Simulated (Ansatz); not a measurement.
Reaction (formal exchange of groups at a Te–C bond): `[AlH2][CH2]C[TeH]` + `C[SiH3]` → `C[SiH2][TeH]` + `C[CH2][AlH2]`

Calculated with Ansatz (gas phase, PBE0-D4/def2-TZVP geometries, no zero-point term in ΔE). CCSD(T)/CBS is the MP2 limit (def2-TZVPP, def2-QZVPP) plus CCSD(T) − MP2 in def2-TZVPP, frozen cores. This one scheme is used for every species. DFT in def2-TZVPP. B3LYP here is the variant with VWN-RPA as its local correlation; programs differ in this. Elements past krypton have def2 core potentials. For Te outer-core shells are correlated without core-valence functions, which leaves a few kJ/mol of doubt a bond. One conformer a species, not always the lowest.

| level | ΔE (kJ/mol) | difference from CCSD(T)/CBS |
| --- | --- | --- |
| B3LYP-D4 | -92.0 | -0.2 |
| BHLYP-D4 | -97.4 | -5.6 |
| ωB97X-V | -95.4 | -3.6 |
| B3LYP | -93.3 | -1.5 |
| r2SCAN0 | -101.6 | -9.8 |
| MP2/def2-SVP | -95.4 | -3.6 |
| CCSD/def2-SVP | -95.4 | -3.6 |
| SCS-MP2/def2-TZVPP | -88.1 | 3.7 |
| HF/def2-QZVPP | -98.2 | -6.4 |
| SCS-MP2/def2-QZVPP | -89.8 | 2.0 |
| CCSD(T)/CBS | -91.8 | 0 |

Question: What do rigid-rotor, harmonic-oscillator terms from PBE0-D4/def2-TZVP frequencies (298.15 K, 1 bar) make of the CCSD(T)/CBS value? (Best estimate.)

Answer: Computed: ΔZPE = +7.1 kJ/mol, ΔH = -84.6 kJ/mol, ΔS = 14 J/(mol·K), ΔG = -88.7 kJ/mol.

Largest T1 diagnostic among the species: 0.010.

From BLYP to BHLYP (50 % exact exchange), in def2-TZVPP and without D4, ΔE moves by −7.9 kJ/mol. In def2-TZVPP, CCSD(T) changes the Hartree–Fock value by +9.9 kJ/mol (the triples alone add +1.9 kJ/mol) and MP2 by +7.4 kJ/mol. Leaving LDA and LC-ωPBE aside and taking each functional with its dispersion term where it has one, the values, not all of them listed here, spread over 14.8 kJ/mol, from r2SCAN0-D4 to BLYP-D4.
